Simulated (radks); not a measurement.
Results of a calculation; reference values are marked as such.
The arsenic ion As+, configuration [Ar] 3d10 4s2 4p2 (the NIST ground configuration). Level of theory: Dirac Kohn-Sham, Slater X-alpha with alpha = 0.924, spin-unpolarised, spherical densities, finite nucleus; open shells fill j = l - 1/2 first; Fermi nuclear charge, rms radius 4.0968 fm (a radial shooting solver on a logarithmic mesh with Libxc functionals). Some entries of the table are withheld. Estimate them.

orbital  occ.  eigenvalue (hartree)  r(max) (bohr)  <r> (bohr)
1s1/2       2             -433.9185        0.02970     0.04542
2s1/2       2             -55.86701         0.1695      0.2016
2p1/2       2             -50.19886         0.1334      0.1735
2p3/2       4             -48.82798         0.1364      0.1772
3s1/2       2              -7.65416         0.5185      0.5931
3p1/2       2              -5.70720         0.5105         (1)
3p3/2       4              -5.51619         0.5190         (2)
3d3/2       4              -2.13507            (3)      0.6543
3d5/2       6              -2.10634            (4)      0.6587
4s1/2       2              -0.93743          1.553       1.816
4p1/2       2              -0.55802          1.806       2.174
4p3/2       0              -0.54388          1.837       2.209

Answer. 
(1) 3p1/2 <r> (bohr): 0.6022
(2) 3p3/2 <r> (bohr): 0.6127
(3) 3d3/2 r(max) (bohr): 0.4669
(4) 3d5/2 r(max) (bohr): 0.4697
